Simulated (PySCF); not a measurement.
**How methods differ on the interval between two levels of Cd+**

Cd+ [Kr] 4d10 5s1 [2S1/2, M_J = 1/2] → Cd+ [Kr] 4d9 5s1 6s1 [4D7/2, M_J = 7/2], as a difference of total energies. Computed with PySCF 2.14 in x2c-TZVPall-2c with one added diffuse shell each of s, p, d type (9s10p8d1f, 86 functions), with the two-component X2C-1e Hamiltonian. Correlated levels: [Ar] 3d10 frozen; the 6 highest virtual spinors dropped. "Screened" scales the spin-orbit matrix elements by Boettger's factors to mimic the two-electron term; Breit and QED terms are absent.

| method | interval between two levels (cm⁻¹) |
| --- | --- |
| GHF (spin-free) | 150920 |
| GMP2 (spin-free) | 158920 |
| GHF (screened spin-orbit) | 148530 |
| GMP2 (screened spin-orbit) | 156450 |

The labels give the starting determinants; with spin-orbit coupling the two ends relaxed to ⟨J²⟩ = 0.75, ⟨L²⟩ = 0.02, ⟨S²⟩ = 0.77 and ⟨J²⟩ = 15.76, ⟨L²⟩ = 6.02, ⟨S²⟩ = 3.77.

The promoted electron is Rydberg-like, and one or two diffuse shells describe it only roughly, which tends to raise the upper state.
